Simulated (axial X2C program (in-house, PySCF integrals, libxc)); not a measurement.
## Excited states of ZnI⁺ by EOM-EE-CCSD

Computed with an in-house all-electron X2C program for linear molecules (integrals from PySCF): two-component X2C with atomic mean-field Coulomb and Gaunt terms, Gaussian nuclei, basis I dyall-acv3z, Zn dyall-acv3z with contracted cores.

R = 2.386 Å (near the PBE0 minimum at charge 1 of the determinant lowest at the starting distance; the state shown can have its own minimum elsewhere).

Vertical excitation energies from the closed-shell determinant state of ZnI⁺:

```csv
Ω,excitation (eV),cm⁻¹,hole of the leading pair,particle of the leading pair,weight of the pair (for Ω = 0 its time-reversed partner can hold as much again),singles weight
2,1.580,12744,"88% I pπ, 6% Zn pπ","42% Zn sσ, 24% Zn pσ, 20% I pσ",0.93,0.93
1,1.675,13507,"88% I pπ, 6% Zn pπ","42% Zn sσ, 25% Zn pσ, 20% I pσ",0.88,0.92
0⁻,2.093,16880,80% I pπ,"42% Zn sσ, 24% Zn pσ, 20% I pσ",0.47,0.94
1,2.230,17988,78% I pπ,"42% Zn sσ, 26% Zn pσ, 20% I pσ",0.88,0.93
0⁺,2.233,18010,87% I pπ,"42% Zn sσ, 24% Zn pσ, 20% I pσ",0.46,0.92
0⁻,3.552,28650,"60% I pσ, 22% Zn sσ, 7% I pπ","42% Zn sσ, 24% Zn pσ, 20% I pσ",0.47,0.95
1,3.573,28821,"59% I pσ, 21% Zn sσ, 9% I pπ","42% Zn sσ, 25% Zn pσ, 20% I pσ",0.93,0.95
0⁺,4.837,39014,"62% I pσ, 24% Zn sσ","41% Zn sσ, 32% Zn pσ, 16% I pσ",0.36,0.91
1,5.317,42885,"88% I pπ, 6% Zn pπ","71% Zn pπ, 18% I dπ, 6% I pπ",0.84,0.92
0⁻,5.385,43433,"88% I pπ, 6% Zn pπ","69% Zn pπ, 18% I dπ, 7% I pπ",0.40,0.92
```

This point took 49 s on 1 thread of Arm Neoverse V2, on a shared host.

Reference electrons by ω block (each with its −ω partner): 1/2: 26, 3/2: 12, 5/2: 3. 18 electrons of ZnI⁺ correlated (inner shells frozen), 84 natural virtual spinors (a truncated set); levels can be off by some tenths of an eV. Roots sought by Ω: (0: 5, 1: 4, 2: 3, 3: 1); the list ends where they run out and leaves out roots under 60 % singles weight. The solver can skip a root, and states that need a further excitation, which the method places far too high, are missing though they may lie low or lowest. T1 of the reference 0.022 (Lee–Taylor). Number of frozen shells: I 4 s, 3 p, 2 d; Zn 3 s, 2 p.
